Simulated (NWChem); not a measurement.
Molecule: BSi2H7; SMILES [SiH3]B[SiH3]

Results from NWChem. All runs use the structure optimised with PBE0/def2-SVP.

For level BHandHLYP/def2-TZVP:

```
Property                     Result
---------------------------  ------
highest occupied level (eV)   -9.08
orbital gap (eV)               7.32
dipole (D)                     0.43
```

Q: What are these values for level LDA (Slater exchange, PW92)/def2-TZVP?

A: 
| Item | Result |
|---|---|
| highest occupied level (eV) | -6.94 |
| orbital gap (eV) | 2.91 |
| dipole (D) | 0.26 |
